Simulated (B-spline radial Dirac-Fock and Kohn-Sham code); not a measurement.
**K-line shifts caused by a second vacancy in Rh²⁺**

System: Rh²⁺ in the configuration [Kr] 4d7.

These are calculated numbers from an atomic code on a B-spline grid; the model is ΔSCF Dirac-Fock with Breit, self-energy and vacuum polarisation, finite nucleus, configuration average. Each two-hole energy is an average over J within one jj subconfiguration, not an observable level; in light atoms, where LS coupling holds, the j-resolved values are not observed lines, and for a K spectator the Kα1 hypersatellite is nearly forbidden. No correlation.

Lines without a spectator: Kα2 (K-L2) 20071.7 eV, Kα1 (K-L3) 20214.2 eV, Kβ3 (K-M2) 22695.2 eV, Kβ1 (K-M3) 22720.3 eV. Shifts in eV with one spectator hole (a dash: not computed, or left out as unreliable):

```
spectator hole    Kα2    Kα1     Kβ3     Kβ1
    L2 (2p1/2)  +54.3  +67.9       –  +145.7
    L3 (2p3/2)  +55.1  +54.6  +131.8       –
    M2 (3p1/2)      –  +7.22  +16.46  +20.17
    M3 (3p3/2)  +5.59      –  +17.54  +16.95
    M5 (3d5/2)  -1.89  -0.29       –       –
```

Question: Where does the K-L3 hypersatellite lie, emitted when both K electrons are missing?

Answer: +520.0 eV from the normal line, at 20734.2 eV. Removing both K electrons costs 47204.7 eV, which is 701.2 eV more than twice the K binding energy.

With n spectator holes in 2p, averaged over the 2p shell (energies in eV):

| n | KαLⁿ | step | hypersatellite KαʰLⁿ |
| --- | --- | --- | --- |
| 0 | 20166.7 | – | 20682.4 |
| 1 | 20224.9 | +58.3 | 20742.0 |
| 2 | 20284.4 | +59.5 | 20802.9 |
| 3 | 20345.1 | +60.7 | 20865.0 |
| 4 | 20407.1 | +61.9 | 20928.3 |
| 5 | 20470.2 | +63.2 | 20992.8 |
